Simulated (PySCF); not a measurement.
Ge(H)2(F)(Et) (C2H7FGe), SMILES C[CH2][GeH2][F]. Atoms are numbered in the order given.

```xyz
11

Ge     0.5380     0.3995    -0.1722
F      1.2038    -0.8568     0.8636
C     -1.2346    -0.2336    -0.7095
C     -2.1309    -0.5624     0.4884
H      0.4799     1.6703     0.7026
H      1.5247     0.5525    -1.3483
H     -1.6868     0.5428    -1.3508
H     -1.0837    -1.1199    -1.3478
H     -1.6669    -1.3279     1.1295
H     -2.3111     0.3268     1.1146
H     -3.1128    -0.9435     0.1644
```

Geometry optimised at B3LYP-D3(BJ)/def2-SVP. The values are those of a single conformer.

Two levels are set side by side: PBE/pcSseg-1 (PySCF) and PBE0/pcSseg-1 (PySCF). GIAO shifts against CFCl3 (¹⁹F), GeH4 (⁷³Ge), TMS (¹H), TMS (¹³C) at the same level; non-relativistic, no solvent, atoms listed together averaged. Differences are taken from unrounded values.

```csv
quantity,PBE0
δ(⁷³Ge) of Ge1 (ppm),371.9
δ(¹⁹F) of F2 (ppm),-264.0
δ(¹³C) of C3 (ppm),15.7
δ(¹³C) of C4 (ppm),11.7
```

Question: What does PBE give, and how far is it from PBE0? (The exact figures need the calculation; the answer reports its results.)

Answer: 
```tsv
quantity	PBE	PBE minus PBE0
δ(⁷³Ge) of Ge1 (ppm)	400.2	28.3
δ(¹⁹F) of F2 (ppm)	-279.5	-15.5
δ(¹³C) of C3 (ppm)	18.8	3.2
δ(¹³C) of C4 (ppm)	12.3	0.6
```

Rough cost on one machine, each run with all the roots and properties that it gave: PBE0 against PBE within a factor of 2.
